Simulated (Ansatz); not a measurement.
System: SbH₂, charge 1, multiplicity 1. SMILES of the parent species: [SbH2]
Geometry from a B3LYP-D3(BJ)/def2-TZVP (Ansatz, a first-principles code) optimisation:
```xyz
3

Sb     0.0011     0.0456     0.0005
H     -1.2416    -1.1347    -0.0143
H      1.1862    -1.1926    -0.0092
```
Charge +1, spin multiplicity 1.

Parts of the frozen-core correlation energy in def2-SVP (Ansatz, hartree). Frozen orbitals: 9; correlated occupied orbitals by spin: 3 and 3; virtual: 24 and 24. No spin-orbit coupling. In def2 rows, elements after Kr have scalar-relativistic effective core potentials. The restricted reference is unstable.

```csv
term,value
reference (HF),-240.09163
MP2 opposite-spin,-0.07066
MP2 same-spin,___
CCSD correlation,___
(T),___
CCSDT minus CCSD(T),-0.00048
CCSDT(Q) minus CCSD(T),-0.00055
T1 diagnostic,0.013
largest doubles amplitude,0.080
```

Some entries are withheld; supply them.


- MP2 same-spin, value: -0.00798
- CCSD correlation, value: -0.10384
- (T), value: -0.00186
